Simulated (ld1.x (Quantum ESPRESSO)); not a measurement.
**What the settings do to the TM potential of Zr (Z = 40)**

Base potential:

```json
{
  "Element": "zirconium",
  "Generator": "ld1.x (Quantum ESPRESSO) 7.5",
  "Type": "norm-conserving Troullier–Martins (Kleinman–Bylander form)",
  "Functional": "PBEsol",
  "Relativity": "scalar-relativistic",
  "Frozen core": "[Ar] 3d10 4s2",
  "Valence charge": "10",
  "Reference configuration": "4p6 4d2 5s2 5p0",
  "Partial waves": "4p (bound): rc 1.70 bohr; 4d (bound): rc 2.70 bohr; 5s (bound): rc 3.10 bohr",
  "Local potential": "the s channel",
  "Core correction": "a·sin(br)/r model core inside 1.35 bohr"
}
```

Cutoffs, loose and tight: the cutoffs (Ry, on a coarse ladder) from which the occupation-weighted sum of valence levels, in a spherical-Bessel basis at the reference potential, stays within 10 and 1 mRy of its value at 400 Ry. They do not see the model core or the augmentation charge, which bear on the density cutoff. Test errors are all-electron minus pseudo excitation energies from the reference, over the configurations 4p6 4d2 5s1 5p0; 4p6 4d2 5s0 5p0; 4p6 4d1 5s0 5p0; 4p6 4d2 5s1.5 5p0; 4p6 4d2 5s0 5p2; 4p6 4d1 5s2 5p1; 4p6 4d2 5s0 5p1. A dash means not determined; rows that change the core or the reference have their own tests.

```tsv
change	outcome	cutoff, loose	cutoff, tight	bound ghosts	largest test error (meV)
base	generated	40 Ry	70 Ry	none	-1131
all radii but the core radius scaled by about 0.76 (s 2.36, p 1.30, d 2.04 bohr)	generated	60 Ry	110 Ry	none	-966
all radii but the core radius scaled by about 0.91 (s 2.82, p 1.56, d 2.46 bohr)	generated	45 Ry	90 Ry	none	-1125
all radii but the core radius scaled by about 1.28 (s 3.96, p 2.18, d 3.46 bohr)	generated	21 Ry	35 Ry	none	-1153
all radii but the core radius scaled by about 1.34 (s 4.16, p 2.28, d 3.62 bohr)	generated	21 Ry	35 Ry	none	-1178
```

**Question.** What comes out with this change to the base: all radii but the core radius scaled by about 1.11 (s 3.44, p 1.90, d 3.00 bohr)?

**Answer.** outcome: generated; cutoff, loose: 30 Ry; cutoff, tight: 45 Ry; bound ghosts: none; largest test error (meV): -1126.

Reading the sweep of the scale of all radii but the core radius (base = 1) (base included, trends over the rows without a ghost): The loose cutoff falls from 60 Ry at 0.76 to 21 Ry at 1.34. A larger radius leaves more room for a smooth pseudo-wave, so fewer plane waves are needed; a smaller one forces it to follow the all-electron wave where it bends sharply. The median size of the test errors (rows with all tests solved) is not monotonic: lowest 34.9 meV at 1, highest 173.7 meV at 1.34.
